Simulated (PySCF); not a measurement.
**Cr (chromium, neutral) across methods**

[Ar] 3d4 4s2, high-spin 5D determinant (an excited configuration). Computed with PySCF 2.14 in aug-cc-pwCVTZ-DK (10s9p7d4f3g, 127 functions), with the spin-free X2C one-electron Hamiltonian (Gaussian nucleus).

```json
{"method": "M06-2X", "E (hartree)": "-1050.746", "mean ε 3d α (eV)": "-11.334", "mean ε 4s α (eV)": "-6.030", "mean ε 4s β (eV)": "-5.833", "Σ⟨r²⟩ (bohr²)": "42.94", "⟨S²⟩": "6.002"}
{"method": "UHF", "E (hartree)": "-1049.62357", "mean ε 3d α (eV)": "-15.311", "mean ε 4s α (eV)": "-7.177", "mean ε 4s β (eV)": "-6.077", "Σ⟨r²⟩ (bohr²)": "44.91", "⟨S²⟩": "6.017"}
{"method": "TPSS", "E (hartree)": "-1050.751", "mean ε 3d α (eV)": "-7.168", "mean ε 4s α (eV)": "-5.271", "mean ε 4s β (eV)": "-4.356", "Σ⟨r²⟩ (bohr²)": "42.68", "⟨S²⟩": "6.010"}
{"method": "LDA", "E (hartree)": "-1048.418", "mean ε 3d α (eV)": "-7.260", "mean ε 4s α (eV)": "-5.413", "mean ε 4s β (eV)": "-4.553", "Σ⟨r²⟩ (bohr²)": "42.17", "⟨S²⟩": "6.008"}
{"method": "PBE0", "E (hartree)": "-1050.521", "mean ε 3d α (eV)": "-9.244", "mean ε 4s α (eV)": "-5.866", "mean ε 4s β (eV)": "-5.030", "Σ⟨r²⟩ (bohr²)": "42.73", "⟨S²⟩": "6.009"}
{"method": "LC-wPBE", "E (hartree)": "-1050.545", "mean ε 3d α (eV)": "-11.993", "mean ε 4s α (eV)": "-7.912", "mean ε 4s β (eV)": "-6.942", "Σ⟨r²⟩ (bohr²)": "42.71", "⟨S²⟩": "6.010"}
{"method": "PBE", "E (hartree)": "-1050.498", "mean ε 3d α (eV)": "-7.107", "mean ε 4s α (eV)": "-5.227", "mean ε 4s β (eV)": "-4.390", "Σ⟨r²⟩ (bohr²)": "42.60", "⟨S²⟩": "6.009"}
```

(1) Estimate the same row for r2SCAN.

Results:

(1) E (hartree) = -1050.690; mean ε 3d α (eV) = -7.688; mean ε 4s α (eV) = -5.464; mean ε 4s β (eV) = -4.467; Σ⟨r²⟩ (bohr²) = 42.87; ⟨S²⟩ = 6.024.
